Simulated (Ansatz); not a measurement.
Cost and result up the ladder for (LiBr)2 ring (Li2Br2) (4 atoms). The state is a singlet with charge 0. Geometry: r2SCAN-D4/def2-TZVP.

```xyz
4

Li   -0.442    1.013   -0.773
Br    0.014   -1.170   -1.541
Li    0.443   -1.012    0.773
Br   -0.015    1.170    1.541
```

Ansatz on 4 threads of Arm Neoverse V2 on a shared host. Times are rough, and most runs start from the orbitals of an earlier one. ωB97M-V/def2-TZVP serves as the yardstick here, not as an exact answer. Differences are given only for rows in sets of like size (and for xTB, whose basis is part of the method), since another set adds its own error. Binding counts from free atoms at the same level (Li doublet, Br doublet; other spins of the atoms weren't run), without zero-point energy or a counterpoise term.

The 6-31G sets use Cartesian d functions. B3LYP takes the VWN-RPA correlation. HSE06 is defined as in plane-wave codes, on full-range PBE exchange. Correlated methods freeze 18 core orbitals; core or outer-core shells of Li, Br are correlated, in sets that lack core-valence functions.

Correlated methods converge slowly with the basis.

```tsv
level	functions	wall time	binding energy per atom (eV)	difference from ωB97M-V/def2-TZVP (eV)
HF/STO-3G	46	0.15 s	2.75	–
PBE-D4/def2-SVP	82	0.65 s	2.71	–
MP2/def2-TZVP	124	0.75 s	2.66	-0.06
B3LYP-D4/6-31G	76	0.85 s	2.53	–
BLYP-D4/def2-TZVP	124	1 s	2.62	-0.10
PBE-D4/def2-TZVP (with forces)	124	1.1 s	2.66	-0.06
HSE06-D4/def2-TZVP	124	1.4 s	2.66	-0.06
CAM-B3LYP-D4/def2-TZVP	124	1.4 s	2.68	-0.04
RPA@PBE/def2-TZVP	124	1.6 s	2.34	-0.39
PBE0-D4/def2-TZVP	124	1.6 s	2.65	-0.07
r2SCAN0-D4/def2-TZVP	124	2.4 s	2.69	-0.03
ωB97X-V/def2-TZVP	124	3.5 s	2.68	-0.04
ωB97M-V/def2-TZVP	124	4.4 s	2.72	0.00
CCSD(T)/def2-TZVPP	134	5.5 s	2.64	-0.08
```
